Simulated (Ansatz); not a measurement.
Tl₂H₂⁻. The state is a quartet with charge -1. Geometry r2SCAN-D4/def2-TZVPD; atoms count from 1.

```xyz
4

Tl    0.016   -1.494    0.546
Tl   -0.016    1.494   -0.546
H     1.265   -0.114   -0.349
H    -1.265    0.114    0.349
```

In the def2 sets Tl takes a core potential; there is no spin–orbit coupling. The highest occupied level of the charge -1 quartet lies above zero (up to 1.24 eV). The electron is either unbound and held by the finite basis, or the level is raised by self-interaction error. At PBE0-D4/def2-TZVPD a doublet of charge -1 lies 2.50 eV below the quartet, each at its own geometry. The structure comes from a short search, and lower isomers may exist.

(1) Estimate the Mulliken populations from the PBE0/def2-TZVPD orbitals of Ansatz.

(2) Where does the spin sit?

(3) And the Mayer bond orders between heavy atoms (over 0.3)?

Results:

(1) 
```tsv
atom	charge (e)	spin (α − β)
Tl1	-0.37	1.33
Tl2	-0.37	1.33
H3	-0.13	0.17
H4	-0.13	0.17
```
Mulliken values depend strongly on the basis. With diffuse functions, as here, like atoms can get unlike values, and bond orders can come out too low or too high.

(2) Summed by element: Tl 2.66, H 0.34, of 3 unpaired in all. Largest on single atoms: Tl1 1.33, Tl2 1.33, H3 0.17.

(3) Tl1–Tl2 0.60 (3.18 Å).
